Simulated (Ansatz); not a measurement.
Consider the ligand exchange at a Ga–C bond: `N[CH2][GaH][OH]` + `[NH2][InH2]` → `[OH][GaH][NH][InH2]` + CH₃NH₂.

Gas-phase electronic energies from Ansatz, PBE0-D4/def2-TZVP geometries. CCSD(T)/CBS adds triple-zeta CCSD(T) − MP2 to the extrapolated MP2 energy (def2 sets, frozen cores). DFT in def2-TZVPP. B3LYP here is the variant with VWN-RPA as its local correlation; programs differ in this. Elements past krypton have def2 core potentials. For Ga, In outer-core shells are correlated without core-valence functions, which leaves a few kJ/mol of doubt a bond. Scalar relativity is left out up to krypton. One conformer a species, not always the lowest.

Problem. Is it downhill or uphill in electronic energy at CCSD(T)/CBS, and by how much? (Estimate.)

Solution. The calculation gave: Downhill: ΔE = -21.5 kcal/mol.

Problem. What do these levels give: PBE-D4, r2SCAN-D4, ωB97M-V, B2PLYP, r2SCAN, B3LYP, SCS-MP2/def2-TZVPP, CCSD(T)/def2-TZVPP, HF/def2-QZVPP, MP2/def2-QZVPP, HF/CBS(def2), CCSD/CBS(def2)? (Estimate.)

Solution. Ansatz gave: PBE-D4 -17.3, r2SCAN-D4 -19.6, ωB97M-V -19.2, B2PLYP -21.0, r2SCAN -19.6, B3LYP -19.1, SCS-MP2/def2-TZVPP -23.2, CCSD(T)/def2-TZVPP -22.0, HF/def2-QZVPP -23.5, MP2/def2-QZVPP -22.8, HF/CBS(def2) -23.5, CCSD/CBS(def2) -21.5 kcal/mol.

Largest T1 diagnostic among the species: 0.016.

From PBE to PBE0 (25 % exact exchange), in def2-TZVPP and without D4, ΔE moves by −1.6 kcal/mol.
